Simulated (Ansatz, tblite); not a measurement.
Removing and adding an electron: the cluster H6Au3. Charge 0, multiplicity 2. Geometry: PBE0-D4/def2-SVP. Ansatz, gas phase; energy differences of separate SCF runs; the oxidised species is a singlet (the triplet lies 2.17 eV higher at PBE0-D4/def2-TZVP); the reduced species is a singlet (the triplet lies 0.95 eV higher at PBE0-D4/def2-TZVPD).

```csv
atom,x (Å),y (Å),z (Å)
Au1,-0.783,1.007,0.995
Au2,1.217,-0.752,1.348
Au3,-1.528,0.956,-1.652
H4,-1.670,0.645,-3.211
H5,2.473,-2.009,1.152
H6,0.294,0.364,2.254
H7,-0.268,-0.108,-1.312
H8,2.181,-1.897,0.375
H9,-1.915,1.794,0.050
```

In the def2 sets Au takes a core potential; there is no spin–orbit coupling. The xTB rows come from tblite. In the doublet, H5 and H8 lie 0.84 Å apart (atoms count from 1), so H2 has formed as a molecule. No other spin state of charge 0 was run. Another isomer (doublet) lies 0.24 eV lower at r2SCAN-D4/def2-TZVP; other spin states weren't run for this one.

| level | −HOMO (eV) | vertical IE (eV) | −LUMO (eV) | vertical EA (eV) | HOMO–LUMO gap (eV) | IE − EA (eV) | remarks |
| --- | --- | --- | --- | --- | --- | --- | --- |
| GFN1-xTB | – | 12.48 | – | 6.93 | – | 5.54 | – |
| GFN2-xTB | – | 10.88 | – | 4.85 | – | 6.03 | – |
| PBE-D4/def2-TZVP | 4.35 | 6.91 | 3.66 | – | 0.68 | – | – |
| PBE-D4/def2-TZVPD | 4.35 | – | 3.69 | 1.66 | 0.66 | – | HOMO above zero (-1 singlet) |
| r2SCAN-D4/def2-TZVP | 4.55 | 6.97 | 3.40 | – | 1.15 | – | – |
| r2SCAN-D4/def2-TZVPD | 4.56 | – | 3.42 | 1.50 | 1.14 | – | HOMO above zero (-1 singlet) |
| PBE0-D4/def2-TZVP | 5.13 | 6.96 | 2.84 | – | 2.30 | – | – |
| PBE0-D4/def2-TZVPD | 5.14 | – | 2.85 | 1.50 | 2.29 | – | – |

   A HOMO above zero means that the electron is unbound at that level or that self-interaction error raises the level; the energy of removing that electron tells which. HOMO and LUMO are the levels of the spin that leaves or enters (xTB has no such levels and no spin-polarisation term). Other spin states of the ions may lie lower, which would lower the ionisation energy or raise the affinity. Raw xTB energy differences between charge states are shifted by several eV; the methods need an empirical correction for them.
